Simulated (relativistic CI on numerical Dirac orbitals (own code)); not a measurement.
Ti VIII: calculation against measurement

Calculated at this level of theory: Dirac-Coulomb-Breit CI, separate exchange-only KLI orbitals for each configuration, QED by a radiative potential, valence Slater integrals scaled by 0.9, P86 correlation estimate, and configurations built on the next ion tied to the tabulated ionisation energy (semi-empirical) (own radial code, finite nucleus).

Configurations in the expansion (outside the closed core [Ne]): 3s2 3p3, 3s2 3p2 3d, 3s2 3p2 4s, 3s2 3p2 4p, 3s2 3p2 4d, 3s2 3p2 5s, 3s2 3p2 4f, 3s 3p4, 3p5, 3s2 3p 3d2, 3s 3p3 3d, 3p3 3d2, 3p4 3d, 3s 3p2 3d2, 3s2 3p 3d 4s, 3s2 3p 3d 4p, 3p4 4s, 3p4 4p, 3s 3p3 4s, 3s 3p2 3d 4s, 3s 3p3 4p, 3s 3p2 3d 4p, 3s2 3p 4s2, 3s2 3p2 5p. Levels of other configurations are missing.

| Configuration | Term (tabulated) | J | Measured (cm⁻¹) | Computed | Error | Purity (%) |
| --- | --- | --- | --- | --- | --- | --- |
| 3s2 3p3 | 4S° | 3/2 | 0.0 | 0 | 0 | 96 |
| 3s 3p4 | 4P | 5/2 | 194474.6 | 197999 | 3525 | 88 |
| 3s 3p4 | 4P | 3/2 | 198097.9 | 201605 | 3507 | 88 |
| 3s 3p4 | 4P | 1/2 | 199953.6 | 203446 | 3493 | 88 |
| 3s2 3p2 3d | 4P | 5/2 | 371012.0 | 372979 | 1967 | 86 |
| 3s2 3p2 3d | 4P | 3/2 | 372887.0 | 374853 | 1966 | 86 |
| 3s2 3p2 3d | 4P | 1/2 | 373971.0 | 375890 | 1919 | 86 |
| 3s2 3p2 4s | 4P | 1/2 | 660135.0 | 660838 | 703 | 94 |
| 3s2 3p2 4s | 4P | 3/2 | 662835.0 | 663500 | 665 | 95 |
| 3s2 3p2 4s | 4P | 5/2 | 666493.0 | 667159 | 666 | 95 |

Measured levels from Corliss and Sugar, J. Phys. Chem. Ref. Data 8, 1 (1979); pairs were made by configuration, J and term (by order where the table uses no LS term), so strongly mixed levels may be paired wrongly.

Mean error by configuration (cm⁻¹): 3s 3p4 3508; 3s2 3p2 3d 1951; 3s2 3p2 4s 678. Over the excited levels the mean absolute error is 2046 cm⁻¹ (9 of the 9 excited levels that our extract of the source holds in range could be paired), and the median relative error of those above 1,000 cm⁻¹ is 0.53 %. Some levels of the ground configuration have no partner.
